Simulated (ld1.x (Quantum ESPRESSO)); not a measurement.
# platinum: one change to a TM potential, before and after

* Element: Pt (Z = 78)
* Generator: ld1.x (Quantum ESPRESSO) 7.5
* Type: norm-conserving Troullier–Martins (Kleinman–Bylander form)
* Functional: PBE
* Relativity: scalar-relativistic
* Frozen core: [Kr] 4d10 4f14
* Valence charge: 18
* Reference configuration: 5s2 5p6 5d7 6s0 6p0 (charge +3)
* Partial waves: 5p (bound): rc 1.00 bohr; 5d (bound): rc 2.05 bohr; 5s (bound): rc 1.10 bohr
* Local potential: the s channel
* Core correction: a·sin(br)/r model core, default radius (core density twice the valence density)

Change: wave 5s (bound): rc 1.10 bohr becomes 5s (bound): rc 1.24 bohr.

Cutoffs: the cutoffs (Ry, on a coarse ladder) from which the occupation-weighted sum of valence levels, in a spherical-Bessel basis at the reference potential, stays within 10 and 1 mRy of its value at 400 Ry; they do not see the model core or the augmentation charge, which bear on the density cutoff. Errors are all-electron minus pseudo energies relative to the spin-unpolarised reference configuration.

Q: Predict the effect on cutoff, ghosts and configuration errors.

A: The potential gets softer (160 Ry and 260 Ry → 140 Ry and 230 Ry); of the 7 tests that both files solve, the error grows in 4 and shrinks in 0 by more than 15 % and 0.3 meV (median size 111.2 → 288.7 meV); the range in which the p phases agree narrows (upper end at the end of the scan → -1.4); neither file shows a bound ghost. A larger radius leaves more room for a smooth pseudo-wave, so fewer plane waves are needed. More of the atom is replaced by a form fitted at one configuration, so other configurations suffer.

| quantity | base | changed |
| --- | --- | --- |
| cutoff, loose | 160 Ry | 140 Ry |
| cutoff, tight | 260 Ry | 230 Ry |
| loose cutoff by channel (10 mRy a level) | p 90 Ry, d 35 Ry, s 110 Ry | p 80 Ry, d 35 Ry, s 90 Ry |
| bound ghosts | none | none |
| error for 5s2 5p6 5d9 6s1 6p0, meV [ΔE -61.38 eV] | +194 | +514 |
| error for 5s2 5p6 5d9 6s0 6p0, meV [ΔE -52.18 eV] | +8.0 | +7.9 |
| error for 5s2 5p6 5d8 6s0 6p0, meV [ΔE -32.22 eV] | +5.9 | +5.9 |
| error for 5s2 5p6 5d9 6s0.5 6p0, meV [ΔE -57.68 eV] | +111 | +289 |
| error for 5s2 5p6 5d10 6s0 6p0, meV [ΔE -61.39 eV] | +8.0 | +7.6 |
| error for 5s2 5p6 5d8 6s2 6p0, meV [ΔE -60.37 eV] | +430 | +1155 |
| error for 5s2 5p6 5d8 6s1 6p1, meV [ΔE -54.81 eV] | +260 | +668 |
| s: phases at 2.25 bohr within 0.05 rad from the reference energy up to (Ry; the scan ends near 5) | -3.0 | -3.5 |
| p: phases at 2.25 bohr within 0.05 rad from the reference energy up to (Ry; the scan ends near 5) | to the end of the scan | -1.4 |
| d: phases at 2.25 bohr within 0.05 rad from the reference energy up to (Ry; the scan ends near 5) | to the end of the scan | to the end of the scan |
